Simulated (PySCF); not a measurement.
## Oscillator strengths, rates and cross-sections

Compound: SnEt(NHMe)3, C5H17N3Sn.
SMILES: `C[CH2][Sn]([NH]C)([NH]C)[NH]C`

Method used: PySCF, TDDFT CAM-B3LYP/def2-SVPD, vertical, gas phase, core orbitals frozen in the response, def2 core potentials past Kr. The structure is a single PBE0-D3(BJ)/def2-SVP conformer in the gas phase; no vibrational or solvent corrections. Spin–orbit coupling is left out.

Computed singlets with f of 0.002 or more:

```json
{"state": "S1", "ν̃ (cm⁻¹)": "41530", "f": "0.046"}
{"state": "S2", "ν̃ (cm⁻¹)": "42810", "f": "0.035"}
{"state": "S3", "ν̃ (cm⁻¹)": "45620", "f": "0.0095"}
{"state": "S4", "ν̃ (cm⁻¹)": "50330", "f": "0.0052"}
{"state": "S5", "ν̃ (cm⁻¹)": "51260", "f": "0.038"}
{"state": "S6", "ν̃ (cm⁻¹)": "51490", "f": "0.012"}
{"state": "S8", "ν̃ (cm⁻¹)": "53320", "f": "0.012"}
{"state": "S9", "ν̃ (cm⁻¹)": "53940", "f": "0.051"}
{"state": "S10", "ν̃ (cm⁻¹)": "54570", "f": "0.035"}
```

Q: Give A, τ, |μ| and ∫σ dE for each state.

A: A / s⁻¹ = 0.6670 f (ν̃ / cm⁻¹)² and τ = 1/A in vacuum; |μ| follows from f = (2/3) ΔE |μ|² (atomic units, 1 au = 2.5417 D); ∫σ dE = 109.76 f Mb·eV.

| state | A (s⁻¹) | τ | \|μ\| (D) | ∫σ dE (Mb·eV) |
| --- | --- | --- | --- | --- |
| S1 | 5.3×10⁷ | 19 ns | 1.54 | 5.1 |
| S2 | 4.3×10⁷ | 23 ns | 1.32 | 3.9 |
| S3 | 1.3×10⁷ | 76 ns | 0.66 | 1 |
| S4 | 8.7×10⁶ | 110 ns | 0.47 | 0.57 |
| S5 | 6.6×10⁷ | 15 ns | 1.25 | 4.1 |
| S6 | 2.2×10⁷ | 46 ns | 0.71 | 1.3 |
| S8 | 2.3×10⁷ | 43 ns | 0.70 | 1.3 |
| S9 | 9.9×10⁷ | 10 ns | 1.42 | 5.6 |
| S10 | 6.9×10⁷ | 15 ns | 1.16 | 3.8 |

Leading configurations: S1 H→L (80%); S2 H-1→L (67%); S3 H-2→L (52%); S4 H→L+1 (47%); S5 H-1→L+1 (26%); S6 H→L+2 (35%); S8 H→L+3 (24%); S9 H→L+4 (24%); S10 H→L+4 (15%) (H = HOMO, L = LUMO).

The rates are for emission to S0 at the absorption energy, with no other channel.

Q: By what factor does the largest A in the list exceed the smallest?

A: S9 has 11 times the rate of S4.

Q: What is the integrated cross-section of all computed states together?

A: Σf = 0.244 over S1 to S10, so 109.76 × Σf ≈ 26.8 Mb·eV.

Q: Suppose S1 emitted 0.3 eV lower with the same transition dipole. How would A change?

A: At fixed |μ|, A goes as the cube of the energy: (4.85/5.15)³ = 0.84, which makes τ about 23 ns.
